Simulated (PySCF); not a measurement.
H₄NSi, SMILES [NH][SiH3], multiplicity 2.

Geometry optimised at ωB97X-D3(BJ)/def2-TZVP. The geometry has at least one imaginary mode, so it is a saddle point at that level. The isomer is the one that the SMILES or the coordinates give; other isomers of the formula were not compared.

Computed with TDA-PBE/def2-TZVPD in PySCF 2.14.0.

Vertical excitations. Gas-phase values at a fixed geometry.

Computed lowest excited states:
| state | energy (eV) | λ (nm) | f | main pairs |
|---|---|---|---|---|
| root 1 | 1.43 | 868 | 0.001 | β HOMO→LUMO 100 % |
| root 2 | 3.66 | 339 | 0.005 | β HOMO−1→LUMO 99 % |
| root 3 | 4.19 | 296 | 0.052 | β HOMO−2→LUMO 95 % |
| root 4 | 5.17 | 240 | 0.002 | β HOMO−3→LUMO 99 % |
| root 5 | 5.75 | 216 | 0.006 | α HOMO→LUMO 19 %, β HOMO→LUMO+1 80 % |
| root 6 | 6.23 | 199 | 0.029 | α HOMO→LUMO 75 %, β HOMO→LUMO+1 18 % |
| root 7 | 6.31 | 197 | 0.002 | α HOMO−1→LUMO 99 % |
| root 8 | 6.59 | 188 | 0.020 | α HOMO→LUMO+1 10 %, β HOMO→LUMO+2 83 % |
| root 9 | 6.88 | 180 | 0.003 | α HOMO→LUMO+1 14 %, α HOMO→LUMO+2 5 %, β HOMO→LUMO+3 75 % |
| root 10 | 6.97 | 178 | 0.000 | α HOMO→LUMO+3 10 %, β HOMO→LUMO+4 89 % |
Unrestricted roots are not spin-pure.
